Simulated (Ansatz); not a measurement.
Computed with Ansatz on PBE0-D4/def2-TZVP structures; ΔE is electronic, products minus reactants. CBS: MP2 limit from def2 TZ/QZ plus the TZ coupled-cluster correction, frozen cores. This one scheme is used for every species. Functionals use def2-TZVPP. B3LYP here is the variant with VWN-RPA as its local correlation; programs differ in this. For Se outer-core shells are correlated without core-valence functions, which leaves a few kJ/mol of doubt a bond. Scalar relativity is left out up to krypton. Each species was taken in one conformer, which may not be the lowest.

Consider the formal exchange of groups at the Si–Si bond: `C[SiH2][SiH2][SeH]` + `FBF` → `C[SiH2]B(F)F` + `[SiH3][SeH]`.

`C[SiH2][SiH2][SeH]`:

```xyz
12

C    -0.488   -1.044   -1.455
Si   -1.053    0.057   -0.050
Si    0.744    1.303    0.776
Se    2.393   -0.137    1.460
H    -0.143   -0.444   -2.300
H    -1.304   -1.684   -1.799
H     0.338   -1.679   -1.130
H    -1.575   -0.762    1.083
H    -2.148    0.969   -0.490
H     1.407    2.104   -0.288
H     0.350    2.224    1.876
H     1.478   -0.906    2.316
```

`FBF`:

```xyz
4

F    -0.718   -0.162   -1.063
B     0.014    0.036    0.009
F     0.261   -0.992    0.788
H     0.443    1.118    0.267
```

`C[SiH2]B(F)F`:

Cartesian coordinates in Å:
```
C 1.494 -0.133 -0.059
Si -0.181 0.368 0.607
B -1.697 -0.244 -0.607
F -1.479 -0.912 -1.727
F -2.962 0.004 -0.322
H 1.664 0.301 -1.046
H 1.564 -1.219 -0.152
H 2.294 0.204 0.604
H -0.417 -0.217 1.957
H -0.280 1.849 0.744
```

`[SiH3][SeH]`:

```xyz
6

Si    0.147   -0.555   -0.038
Se   -0.474    1.379    0.996
H    -0.884   -1.010   -1.004
H     0.284   -1.545    1.058
H     1.441   -0.400   -0.747
H    -0.515    2.131   -0.266
```

```json
{"level": "PBE0-D4", "ΔE (kcal/mol)": "8.2"}
{"level": "PBE0", "ΔE (kcal/mol)": "7.1"}
{"level": "B3LYP", "ΔE (kcal/mol)": "5.6"}
{"level": "CCSD/CBS(def2)", "ΔE (kcal/mol)": "7.2"}
```

Problem. What does CCSD(T)/CBS give? (Best estimate.)

Solution. Ansatz gave: +7.6 kcal/mol. The listed levels differ from it by 0.6, -0.5, -2.0, -0.4 kcal/mol.

Largest T1 diagnostic among the species: 0.013.

In def2-TZVPP, CCSD(T) changes the Hartree–Fock value by +1.8 kcal/mol (the triples alone add +0.4 kcal/mol) and MP2 by +2.7 kcal/mol. The D4 term adds +1.9 kcal/mol with B3LYP and +1.1 kcal/mol with PBE0; it sums over pairs of atoms, weighted by their polarisabilities, and B3LYP, whose exchange is more repulsive, gets the larger term.
